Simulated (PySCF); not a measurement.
BFH₂OSe. Atoms are numbered in the order given.

```xyz
6

B     -0.0109    -0.9566     0.0000
F     -1.1888    -1.5897     0.0000
O      1.1470    -1.6506     0.0000
H      1.0004    -2.6075     0.0000
Se    -0.0254     0.9948     0.0000
H      1.4413     1.0786     0.0000
```

Geometry: r2SCAN-D4/def2-SVP. Other conformers were not sampled.

These are B3LYP/def2-TZVPD in PySCF values and carry that method's errors.

Symmetry labels are those of the subgroup Cs that the program uses (full group Cs).

Computed valence orbital energies around the gap with their symmetry:
```csv
orbital,symmetry,energy (eV)
HOMO−7,A',-15.24
HOMO−6,A',-13.37
HOMO−5,A",-13.08
HOMO−4,A',-11.17
HOMO−3,A',-10.60
HOMO−2,A",-10.53
HOMO−1,A',-9.22
HOMO,A",-7.16
LUMO,A',-0.66
LUMO+1,A',-0.21
LUMO+2,A",0.21
LUMO+3,A',0.39
```
